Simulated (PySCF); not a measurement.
CH2N, SMILES [CH][NH] (connectivity only; charge and spin as stated), neutral, multiplicity 2.

Geometry optimised at B3LYP-D3(BJ)/def2-TZVPD.

These are B3LYP-D3(BJ)/def2-TZVPD (PySCF) values and carry that method's errors.

No scaling factor is applied to the harmonic values.

| mode | ν (cm⁻¹) | IR (km/mol) | moving atoms (share of kinetic energy) |
|---|---|---|---|
| 1 | 908 | 219.5 | H 93 % |
| 2 | 967 | 105.3 | H 93 % |
| 3 | 1182 | 12.8 | H 72 %, C 16 %, N 12 % |
| 4 | 1803 | 31.8 | C 51 %, N 44 % |
| 5 | 3013 | 23.0 | H 91 %, C 9 % |
| 6 | 3416 | 8.3 | H 93 % |
